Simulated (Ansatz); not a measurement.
Frontier orbitals of C₃H₉NSn (`C[CH](C)[Sn][NH2]`).

| atom | x (Å) | y (Å) | z (Å) |
| --- | --- | --- | --- |
| C1 | 0.423 | -0.294 | 1.430 |
| C2 | -0.653 | -0.531 | 0.381 |
| C3 | -0.107 | -1.270 | -0.831 |
| Sn4 | -1.633 | 1.371 | -0.213 |
| N5 | 0.065 | 2.168 | -0.947 |
| H6 | 1.230 | 0.339 | 1.047 |
| H7 | 0.032 | 0.194 | 2.328 |
| H8 | 0.883 | -1.238 | 1.751 |
| H9 | -1.452 | -1.134 | 0.829 |
| H10 | 0.344 | -2.229 | -0.545 |
| H11 | -0.883 | -1.490 | -1.572 |
| H12 | 0.670 | -0.692 | -1.342 |
| H13 | 0.112 | 3.088 | -1.355 |
| H14 | 0.969 | 1.719 | -0.961 |

The species carries charge 0 and has multiplicity 1. Correlated methods include outer-core shells of Sn, which these sets cover unevenly. Sn: def2 effective core potential. Geometry: relaxed with PBE0-D4/def2-TZVP. It is one conformer, not always the lowest. Basis def2-TZVPP, Ansatz 0.2.0.

Orbital energies of one run (eV). Highest occupied ones, from the top: -4.81, -6.03, -7.02, -7.98, -8.05, -9.12, -9.64, -9.93, -10.68, -11.50, -11.76, -13.84, -16.69, -19.03. Empty: -2.40, -0.58, 0.23, 0.86, 1.57, 1.63.

(1) Which functional gave them?
A. B3LYP
B. PBE
C. CAM-B3LYP
D. HSE06 (plane-wave form)

Results:

(1) B. HOMO energies: PBE -4.81, B3LYP -5.63, HSE06 -5.41, CAM-B3LYP -7.01 eV.

B3LYP here is the variant with VWN-RPA as its local correlation; programs differ in this.
